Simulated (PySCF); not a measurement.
**Ionising Cs2**

PBE0; Cs def2-SVP with ECP46; scalar-relativistic core potentials (PySCF 2.14). Neutral (UKS): singlet (closed shell), Re = 4.769 Å, ωe = 40.5 cm⁻¹, De = 0.40 eV, HOMO -2.61 eV, LUMO -1.17 eV.

Cs₂⁺ (UKS): doublet (σ ↑), Re = 5.483 Å, ωe = 27.8 cm⁻¹, De = 0.71 eV to Cs⁺ + Cs. The energies at the minima are -40.29459 hartree for Cs2 and -40.16273 for Cs₂⁺.

Q: Work out the adiabatic ionisation energy, without and with harmonic zero-point energies (1 hartree = 27.2114 eV, 1 eV = 8065.5 cm⁻¹), and the change of the bond length.

A: At PBE0: 0.13186 hartree = 3.588 eV between the minima; the zero-point term (27.8 − 40.5)/2 cm⁻¹ = -0.001 eV makes it 3.587 eV. Re changes by +71.4 pm against the neutral. Minus the HOMO energy is 2.61 eV, -0.98 eV from the value between the minima; self-interaction puts the Kohn–Sham level too high, less so with exact exchange. The electron leaves a σ orbital, and the longer bond of the ion fits a bonding orbital, or a change in how ionic the bond is.

Closed-shell solutions of metal pairs were not tested for spin polarisation, which can lower them a little. Weak bonds: Cs2. Basis-set superposition, not corrected here, can be much of De in a small basis, most of all at correlated wavefunction levels. Spin–orbit coupling is left out. States were picked by a PBE0 search and need not be the measured ground states.
